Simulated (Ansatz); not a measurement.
Mulliken charges of C₂H₅FSn (`C=[C](F)[SnH3]`) from PBE/def2-TZVPP in Ansatz (PBE0-D4/def2-TZVP geometry).

| atom | x (Å) | y (Å) | z (Å) | charge (e) |
| --- | --- | --- | --- | --- |
| C1 | 1.446 | 0.747 | -0.515 | -0.229 |
| C2 | 0.143 | 0.533 | -0.583 | 0.002 |
| F3 | -0.583 | 1.196 | -1.511 | -0.157 |
| Sn4 | -1.009 | -0.794 | 0.653 | 0.506 |
| H5 | 2.043 | 0.226 | 0.221 | 0.092 |
| H6 | 1.941 | 1.441 | -1.186 | 0.098 |
| H7 | -2.633 | -0.698 | 0.157 | -0.101 |
| H8 | -0.414 | -2.380 | 0.466 | -0.106 |
| H9 | -0.846 | -0.317 | 2.281 | -0.106 |

Question: By hand: the dipole of these point charges (1 e Å = 4.8032 D).

Answer: Σ q r = (0.028, -0.241, 0.281) e Å, of length 0.371 e Å = 1.78 D.

Question: How does the dipole of the full density compare? (An estimate is asked.)

Answer: Ansatz gave: (0.119, -0.115, 0.160) e Å, 1.11 D; the point charges give 1.60 times that, at 27° from its direction.

Point charges leave out the atoms' own dipoles, such as those of lone pairs, and Mulliken's split depends on the basis, so the two needn't agree.
